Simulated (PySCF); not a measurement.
CH5F3Si2, SMILES F[SiH2]C[SiH](F)F.

The structure is a stationary point at PBE-D3(BJ)/def2-SVP. The structure was generated by enumeration, and PubChem lists no compound with its InChIKey, so it may never have been made. Other conformers were not sampled.

Two levels are set side by side: TDA-PBE/def2-SVPD (PySCF) and TDA-B3LYP/def2-SVPD (PySCF). Vertical, same geometry. The lowest singlet is HOMO→LUMO 98 % with PBE and HOMO→LUMO 96 % with the other functional; states are paired by order. Differences are taken from unrounded values.

```csv
quantity,TDA-PBE
lowest singlet excitation (eV),7.00
lowest triplet excitation (TDA) (eV),6.64
```

Problem. These are the TDA-PBE values. What does TDA-B3LYP give? (The exact figures need the calculation; the answer reports its results.)

Solution. 
```tsv
quantity	TDA-B3LYP	TDA-PBE minus TDA-B3LYP
lowest singlet excitation (eV)	7.64	-0.65
lowest triplet excitation (TDA) (eV)	7.24	-0.60
```

A lower first singlet is the usual sign of a functional without exact exchange. Differences between two approximate levels are no errors against the true value.

Rough cost on one machine, each run with all the roots and properties that it gave: TDA-B3LYP against TDA-PBE about 2 times.
